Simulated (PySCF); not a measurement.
**Electron correlation in Yb⁺ (ytterbium, charge +1)**

[Xe] 4f14 6s1, 2S determinant. Computed with PySCF 2.14 in x2c-TZVPPall (11s7p7d4f2g, 113 functions), with scalar relativity by spin-free X2C-1e. Frozen: [Kr] 4d10; 23 electrons correlated.

MP2 pair energies summed by pair of shells (mhartree):

```tsv
pair	energy	share (%)
4f-4f	-722.96	57.7
4f-5p	-277.67	22.2
5p-5p	-120.93	9.7
4f-5s	-62.40	5.0
5s-5p	-30.34	2.4
5p-6s	-18.60	1.5
4f-6s	-13.10	1.0
5s-5s	-5.99	0.5
5s-6s	-0.92	0.1
```

Total MP2 correlation energy: -1252.9 mhartree.

Same-spin part -487.10 and opposite-spin part -765.80 mhartree; SCS-MP2 scales them by 1/3 and 6/5 to -1081.3 mhartree.
